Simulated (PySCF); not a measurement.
Si(CF3)(OH)3 (CH3F3O3Si), SMILES FC(F)([Si](O)(O)O)F.

Geometry: PBE-D3(BJ)/def2-SVP. The values are those of a single conformer.

These are PBE-D3(BJ)/def2-SVP in PySCF values and carry that method's errors.

Frequencies are harmonic and unscaled.

Modes within 1.5 cm⁻¹ of each other (mostly degenerate sets) share a row, with their intensities summed.

```json
[
 {"mode": "1", "ν (cm⁻¹)": "43", "IR (km/mol)": "1.1", "moving atoms (share of kinetic energy)": "F 59 %, O 37 %"},
 {"mode": "2–3", "ν (cm⁻¹)": "62", "IR (km/mol)": "43.2", "moving atoms (share of kinetic energy)": "H 49 %, O 30 %, F 19 %"},
 {"mode": "4–5", "ν (cm⁻¹)": "173", "IR (km/mol)": "68.5", "moving atoms (share of kinetic energy)": "H 37 %, F 37 %, O 22 %"},
 {"mode": "6", "ν (cm⁻¹)": "235", "IR (km/mol)": "46.4", "moving atoms (share of kinetic energy)": "H 39 %, O 30 %, F 27 %"},
 {"mode": "7–8", "ν (cm⁻¹)": "272", "IR (km/mol)": "12.7", "moving atoms (share of kinetic energy)": "O 55 %, F 23 %, H 19 %"},
 {"mode": "9", "ν (cm⁻¹)": "278", "IR (km/mol)": "173.9", "moving atoms (share of kinetic energy)": "H 59 %, O 26 %, F 13 %"},
 {"mode": "10–11", "ν (cm⁻¹)": "331", "IR (km/mol)": "44.2", "moving atoms (share of kinetic energy)": "O 47 %, F 21 %, Si 21 %, H 10 %"},
 {"mode": "12", "ν (cm⁻¹)": "456", "IR (km/mol)": "102.9", "moving atoms (share of kinetic energy)": "Si 51 %, O 30 %, F 15 %"},
 {"mode": "13–14", "ν (cm⁻¹)": "508", "IR (km/mol)": "2.4", "moving atoms (share of kinetic energy)": "F 90 %"},
 {"mode": "15", "ν (cm⁻¹)": "704", "IR (km/mol)": "10.9", "moving atoms (share of kinetic energy)": "F 78 %, C 11 %, O 10 %"},
 {"mode": "16–17", "ν (cm⁻¹)": "771", "IR (km/mol)": "427.6", "moving atoms (share of kinetic energy)": "H 71 %, O 27 %"},
 {"mode": "18", "ν (cm⁻¹)": "791", "IR (km/mol)": "47.3", "moving atoms (share of kinetic energy)": "H 88 %, O 12 %"},
 {"mode": "19", "ν (cm⁻¹)": "799", "IR (km/mol)": "178.2", "moving atoms (share of kinetic energy)": "O 63 %, Si 24 %, F 10 %"},
 {"mode": "20–21", "ν (cm⁻¹)": "972", "IR (km/mol)": "195.7", "moving atoms (share of kinetic energy)": "Si 47 %, O 38 %, H 13 %"},
 {"mode": "22–23", "ν (cm⁻¹)": "1090", "IR (km/mol)": "503.3", "moving atoms (share of kinetic energy)": "C 72 %, F 26 %"},
 {"mode": "24", "ν (cm⁻¹)": "1209", "IR (km/mol)": "77.0", "moving atoms (share of kinetic energy)": "C 76 %, F 19 %"},
 {"mode": "25–27", "ν (cm⁻¹)": "3769", "IR (km/mol)": "272.7", "moving atoms (share of kinetic energy)": "H 94 %"}
]
```
